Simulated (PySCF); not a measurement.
InFBr₂, SMILES [F][In]([Br])[Br].

Coordinates come from a B3LYP-D3(BJ)/def2-SVP optimisation. The structure was generated by enumeration; whether it is a known compound was not checked. The def2 effective core potentials stand for the cores of In; spin–orbit coupling is left out.

All values below come from B3LYP-D3(BJ)/def2-SVP run with PySCF.

Frequencies are harmonic and unscaled.

Computed vibrational spectrum:
```tsv
mode	ν (cm⁻¹)	IR (km/mol)	Raman (Å⁴/amu)	depolarisation	moving atoms (share of kinetic energy)
1	61	2.5	2.6	0.70	Br 66 %, In 29 %
2	98	15.6	0.1	0.75	In 47 %, F 39 %, Br 13 %
3	117	21.4	1.6	0.75	F 82 %, Br 13 %
4	227	4.0	16.1	0.16	Br 79 %, In 17 %
5	288	50.7	2.5	0.75	In 52 %, Br 48 %
6	615	57.9	9.1	0.21	F 86 %, In 14 %
```
